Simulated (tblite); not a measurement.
C6H8N2 (charge -1 and doublet state).
Cartesian coordinates in Å at the GFN2-xTB level; atoms count from 1:
```
atom  x, y, z in Å
C1    -1.8419    1.4252    0.1055
C2    -1.0866    0.5698   -0.6197
C3    -0.4849   -0.7143   -0.1261
N4    -1.1898   -1.3495    0.9976
C5     0.8878   -0.2688    0.2343
C6     1.9987   -0.4768   -0.5768
C7     3.2275    0.0922   -0.3808
N8     4.2962    0.5490   -0.2296
H9    -2.0810    2.4154   -0.2508
H10   -2.1916    1.1869    1.0989
H11   -0.7557    0.8688   -1.6070
H12   -0.4475   -1.4545   -0.9400
H13   -1.0246   -0.7855    1.8273
H14   -2.1907   -1.3146    0.8115
H15    0.9673    0.4096    1.0744
H16    1.9093   -1.1438   -1.4300
```

All values are computed: GFN2-xTB (tblite) harmonic vibrations without scaling, gas phase. The method is semi-empirical: single wavenumbers can be off by several per cent or more. One conformer, not necessarily the lowest. Open shells enter through the occupations alone, without spin polarisation, and single modes of such species can be off by tens of per cent.

Harmonic wavenumbers (cm⁻¹): 70.7, 112.7, 123.8, 162.3, 240.7, 268.4, 293.6, 331.5, 377.0, 419.8, 516.2, 536.9, 574.5, 597.4, 672.0, 742.9, 874.0, 895.4, 962.8, 1017.8, 1036.2, 1085.3, 1123.2, 1151.3, 1215.6, 1241.5, 1266.5, 1285.2, 1332.9, 1419.9, 1510.7, 1572.5, 1599.5, 2249.4, 2845.5, 2977.8, 3026.3, 3035.8, 3057.8, 3064.5, 3330.8, 3377.2.

A = 4457, B = 962.5, C = 860.2 MHz; mass 108.069 u (most abundant isotopes); point group C1, symmetry number 1; spin multiplicity 2.

Task: What is the zero-point energy?

Result: Half the sum of the wavenumbers: 26798 cm⁻¹ = 76.62 kcal/mol.

Task: What is S at 400 K and 1 bar for an ideal gas of classical rigid rotors and harmonic oscillators?

Result: Translation 41.44, rotation 29.73, vibration 33.95, spin (R ln 2) 1.38: S = 106.5 cal/(mol K).

Task: And Cp and H(400 K) − H(0)?

Result: Cp = 43.66 cal/(mol K), of which vibrations give 35.71 (their classical limit is 42 R = 83.5); H(400 K) − H(0) = 10.53 kcal/mol without the zero-point energy, 7.35 from vibrations.

Task: Which modes carry the vibrational entropy at 400 K?

Result: 70.7 cm⁻¹: 4.71; 112.7 cm⁻¹: 3.80; 123.8 cm⁻¹: 3.61; 162.3 cm⁻¹: 3.08; 240.7 cm⁻¹: 2.33; 268.4 cm⁻¹: 2.13 cal/(mol K); the other 36 give 14.28 together.

Task: Blend soft modes into free rotors: weight 1/[1 + (100 cm⁻¹/ν̃)⁴] for the oscillator and the rest for a rotor with moment μB/(μ + B), μ = h/(8π²ν), B = 10⁻⁴⁴ kg m². What vibrational entropy results?

Result: 32.43 cal/(mol K) in place of 33.95, which changes −T·S at 400 K by +0.61 kcal/mol.

Hindered rotation and anharmonicity are outside this model. Other conformers, if any are populated, would add a mixing term that is left out. The structure is chiral; the term R ln 2 for an equal mix with its mirror image is left out.

The run took 0.38 s wall on Arm Neoverse V2, one thread, on a shared host. This covers the Hessian and the dipole derivatives.
